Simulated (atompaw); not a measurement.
Scattering properties, PAW (atompaw) potential for germanium (Ge)

* Element: Ge
* Generator: atompaw 4.2.0.5
* Type: PAW
* Functional: PBEsol
* Relativity: scalar-relativistic
* Frozen core: [Ne]
* Valence charge: 22
* Reference configuration: 3s2 3p6 3d10 4s2 4p2
* Partial waves: 3s (bound): rc 1.00 bohr; 4s (bound): rc 1.15 bohr; 3p (bound): rc 0.95 bohr; 4p (bound): rc 1.15 bohr; 3d (bound): rc 1.15 bohr; 3d channel at 1.3 Ry: rc 1.15 bohr
* Local potential: ultrasoft scheme with l = 3 at 0.5 Ry, radius 0.90 bohr
* Core correction: smooth core density matched at 0.75 bohr
* Augmentation charge: sinc compensation charge, radius 1.00 bohr; PAW radius 1.15 bohr; waves and projectors: custom polynom vanderbiltortho

The phase is arctan(r·u′/u) with u = r·R(r), unwrapped; energies in Ry, scanned from -14 to 5 Ry. A pole is an energy at which the radial function vanishes at the test radius. The pseudo phase is shifted by a multiple of π to meet the all-electron one at the reference energy, and phase errors are pseudo minus all-electron; the curves can meet again beyond the range given. Levels narrower than the energy grid can be missing from the lists of poles.

| channel | radius (bohr) | reference energy (Ry) | poles, all-electron | poles, pseudo | unbroken range about the reference energy with phases within 0.05 rad | phase error 1 Ry above the reference energy (rad) |
| --- | --- | --- | --- | --- | --- | --- |
| s | 1.16 | -0.86 | -11.30 | -11.30 | the whole range | -0.000 |
| p | 1.16 | -0.29 | -7.17 | -7.18 | below 3.5 | -0.001 |
| d | 1.16 | -2.15 | -0.44 | -0.44 | the whole range | +0.000 |

Phases in the s channel:

| E (Ry) | all-electron | pseudo |
| --- | --- | --- |
| -14.00 | 0.866 | 0.865 |
| -13.52 | 0.471 | 0.470 |
| -13.04 | -0.450 | -0.451 |
| -12.56 | -1.140 | -1.140 |
| -12.08 | -1.402 | -1.402 |
| -11.60 | -1.524 | -1.524 |
| -11.12 | -1.593 | -1.594 |
| -10.64 | -1.639 | -1.640 |
| -10.16 | -1.673 | -1.673 |
| -9.68 | -1.699 | -1.699 |
| -9.20 | -1.720 | -1.721 |
| -8.72 | -1.739 | -1.739 |
| -8.24 | -1.755 | -1.756 |
| -7.76 | -1.770 | -1.771 |
| -7.28 | -1.784 | -1.785 |
| -6.80 | -1.798 | -1.799 |
| -6.32 | -1.812 | -1.812 |
| -5.84 | -1.825 | -1.826 |
| -5.36 | -1.839 | -1.839 |
| -4.88 | -1.853 | -1.854 |
| -4.40 | -1.868 | -1.869 |
| -3.92 | -1.884 | -1.884 |
| -3.44 | -1.901 | -1.901 |
| -2.96 | -1.919 | -1.919 |
| -2.48 | -1.938 | -1.938 |
| -2.00 | -1.960 | -1.960 |
| -1.52 | -1.984 | -1.984 |
| -1.04 | -2.010 | -2.010 |
| -0.56 | -2.040 | -2.040 |
| -0.08 | -2.074 | -2.074 |
| 0.40 | -2.113 | -2.114 |
| 0.88 | -2.159 | -2.159 |
| 1.36 | -2.213 | -2.213 |
| 1.84 | -2.276 | -2.278 |
| 2.32 | -2.353 | -2.356 |
| 2.80 | -2.446 | -2.450 |
| 3.28 | -2.559 | -2.565 |
| 3.76 | -2.695 | -2.705 |
| 4.24 | -2.856 | -2.871 |
| 4.72 | -3.039 | -3.060 |
